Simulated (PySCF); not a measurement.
Identify the unknown among the candidates.

All candidates are C3H7FSi.

| technique | computed result |
| --- | --- |
| Polarisability | 65.5 au [CAM-B3LYP/def2-SVPD] |
| XPS | Si2p3/2 106.8, C1s 290.3, C1s 290.8, C1s 292.5, F1s 692.1, Si1s 1846.5 eV [ΔSCF SCAN, pcX-2 on the ionised atom, pcseg-1 elsewhere, spin-free X2C, 2p3/2 from a spin–orbit splitting computed afterwards within the 2p shell] |
| Dipole | 1.75 D [CAM-B3LYP/def2-SVPD] |
| Rotational structure | rotational constants A, B, C: 4.976, 2.915, 2.005 GHz [GFN2-xTB] |
| NMR, other nuclei | isotropic shieldings of nuclei other than C and H, by class: 417 (1 F), 414 (1 Si) ppm [GIAO PBE0/pcSseg-1] |
| 1H NMR | chemical shifts (computed TMS as zero) by class: 6.68 (1 H), 5.69 (1 H), 5.31 (1 H), 5.24 (1 H), 3.89 (3 H) ppm [GIAO PBE0/pcSseg-1] |
| 13C NMR | chemical shifts (computed TMS as zero) by class: 148.6 (1 C), 116.8 (1 C), 92.4 (1 C) ppm [GIAO PBE0/pcSseg-1] |

Gas-phase values; electronic properties from PySCF, density fitting. Levels stand in brackets. The structure is a single GFN2-xTB conformer in the gas phase; no vibrational or solvent corrections. Each NMR value is the plain mean over a class of atoms that symmetry, rotation or inversion makes alike.

**Question.** Which candidate is it?
A. `F[C@H]1CC[SiH2]1`
B. `C=C[SiH2]CF`
C. `F[SiH]1CCC1`
D. `C=C[C@H](F)[SiH3]`

**Answer.** D. It is `C=C[C@H](F)[SiH3]`. Numbering: `[CH2:1]=[CH:2][C@H:3]([F:4])[SiH3:5]`. Its formula, C3H7FSi, gives 1 degree of unsaturation: 0 rings and 1 π bond in the structure found. 3 carbons fall into 3 classes; from least to most shielded: alkene CH carbon [C2] (148.6 ppm), terminal =CH2 carbon [C1] (116.8 ppm), sp3 C–F carbon [C3] (92.4 ppm). Hydrogen classes from least to most shielded: 1 H on an alkene CH carbon, C2 (6.68 ppm), 1 H on an sp3 C–F carbon, C3 (5.69 ppm), 1 H on a terminal =CH2 carbon, C1 (5.31 ppm), 1 H on a terminal =CH2 carbon, C1 (5.24 ppm), 3 H on an SiH3 silicon, Si5 (3.89 ppm, a mean of values up to 0.5 ppm apart in this geometry). The other shieldings belong to: 417 ppm, alkyl fluorine [F4]; 414 ppm, SiH3 silicon [Si5]. The core levels belong to: Si2p3/2 106.8 eV, SiH3 silicon [Si5]; C1s 290.3 eV, terminal =CH2 carbon [C1]; C1s 290.8 eV, alkene CH carbon [C2]; C1s 292.5 eV, sp3 C–F carbon [C3]; F1s 692.1 eV, alkyl fluorine [F4]; Si1s 1846.5 eV, SiH3 silicon [Si5]. The hole state at 290.8 eV has ⟨S²⟩ = 0.83 against 0.75, so that value is less sure. The optimised geometry has point group C1 and is an asymmetric top.

The others, at the same levels:
- `F[SiH]1CCC1` fails: its computed core binding energies are Si2p3/2 107.5, C1s 290.0 (×2), C1s 290.7, F1s 692.0, Si1s 1847.4 eV, static isotropic polarisability is 57.8 au (against 65.5 au) and rotational constant A is 7.661 GHz (against 4.976 GHz).
- `F[C@H]1CC[SiH2]1` fails: its computed 13C shifts are 91.6 (1 C), 35.0 (1 C), 1.6 (1 C) ppm, core binding energies are Si2p3/2 106.6, C1s 290.1, C1s 290.7, C1s 292.0, F1s 691.8, Si1s 1846.3 eV and 1H shifts are 5.42 (1 H), 4.89 (1 H), 4.87 (1 H), 2.97 (1 H), 2.68 (1 H), 1.32 (1 H), 1.12 (1 H) ppm.
- `C=C[SiH2]CF` fails: its computed 13C shifts are 144.3 (1 C), 138.7 (1 C), 79.6 (1 C) ppm, 1H shifts are 6.74 (1 H), 6.54 (1 H), 6.29 (1 H), 5.01 (2 H), 4.39 (2 H) ppm and rotational constant A is 7.721 GHz (against 4.976 GHz).

Each candidate is one conformer, not necessarily the lowest. The conformers computed, where there is a choice (atom-mapped SMILES and torsion angles):
- `[CH2:1]=[CH:2][C@H:3]([F:4])[SiH3:5]`: C1–C2–C3–F4 -152°
- `[CH2:1]=[CH:2][SiH2:3][CH2:4][F:5]`: C1–C2–Si3–C4 133°, C2–Si3–C4–F5 60°
